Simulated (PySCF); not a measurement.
C3H6F2Si.

```xyz
12

F      2.1923    -0.7197    -1.0307
Si     1.2351    -0.0291     0.0930
C     -0.4997    -0.6469    -0.1688
C     -1.5085     0.2117    -0.9215
C     -1.6274     0.0256     0.5406
F     -1.3157     1.0805     1.3451
H      1.7617    -0.4389     1.4237
H      1.3067     1.4451    -0.0912
H     -0.5882    -1.7331    -0.2885
H     -2.2331    -0.2789    -1.5767
H     -1.1725     1.1955    -1.2632
H     -2.4414    -0.5728     0.9620
```
Charge 0, spin multiplicity 1.

Coordinates come from a PBE0-D3(BJ)/def2-SVP optimisation. The structure was generated by enumeration; whether it is a known compound was not checked. One conformer was computed; it need not be the lowest.

Computed with PySCF with KT2/pcSseg-1. Non-relativistic, no solvent.

**Question.** Give the absolute GIAO shielding of each atom: isotropic value and principal components (ppm). (An estimate is asked for; the answer gives what the named calculation found.)

**Answer.** 
| atom | σ(iso) | σ11 | σ22 | σ33 | span |
|---|---|---|---|---|---|
| F1 | 387.2 | 367.6 | 381.9 | 412.0 | 44.4 |
| Si2 | 344.7 | 298.6 | 334.4 | 400.9 | 102.3 |
| C3 | 175.7 | 134.4 | 172.2 | 220.5 | 86.1 |
| C4 | 168.7 | 143.9 | 158.3 | 203.8 | 60.0 |
| C5 | 109.7 | 55.3 | 80.4 | 193.3 | 138.0 |
| F6 | 389.0 | 328.8 | 377.0 | 461.2 | 132.4 |
| H7 | 25.6 | 21.7 | 24.8 | 30.3 | 8.6 |
| H8 | 26.1 | 22.4 | 25.9 | 30.1 | 7.6 |
| H9 | 31.0 | 25.1 | 27.5 | 40.3 | 15.2 |
| H10 | 30.2 | 24.8 | 26.2 | 39.5 | 14.8 |
| H11 | 30.1 | 25.3 | 28.1 | 36.7 | 11.3 |
| H12 | 26.5 | 21.6 | 25.9 | 32.1 | 10.5 |
